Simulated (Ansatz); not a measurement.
C₄H₉Al (`C=[C](C)[AlH][CH3]`) at its PBE0-D4/def2-TZVP geometry, where that method's forces vanish. Charge 0, multiplicity 1.

```xyz
14

C     1.4588   -1.1508   -1.1982
C     0.4691   -0.3841   -0.7275
C    -0.4932    0.2834   -1.6663
Al    0.3933   -0.2200    1.2160
C    -0.9868    0.8479    2.0934
H     1.6076   -1.3206   -2.2664
H     2.1674   -1.6456   -0.5383
H    -1.5234   -0.0292   -1.4671
H    -0.4795    1.3713   -1.5424
H    -0.2693    0.0602   -2.7147
H     1.5082   -1.0104    2.0328
H    -0.8246    0.9627    3.1676
H    -1.9721    0.3866    1.9578
H    -1.0554    1.8486    1.6535
```

Q: What forces (eV/Å) does r2SCAN-D4/def2-TZVPP give on these atoms in the Gaussian-basis code of Ansatz? (Estimate.)

A: The calculation gave: 
```
C1   0.168 -0.130 -0.078
C2  -0.089  0.073  0.164
C3  -0.055  0.039 -0.084
Al4  0.011 -0.004  0.034
C5   0.045 -0.024 -0.009
H6   0.004 -0.005 -0.010
H7  -0.003  0.003 -0.016
H8   0.006  0.015  0.001
H9  -0.012 -0.011  0.002
H10 -0.009  0.006  0.002
H11 -0.022  0.014 -0.014
H12 -0.027  0.010 -0.021
H13  0.004  0.027  0.011
H14 -0.022 -0.014  0.018
```
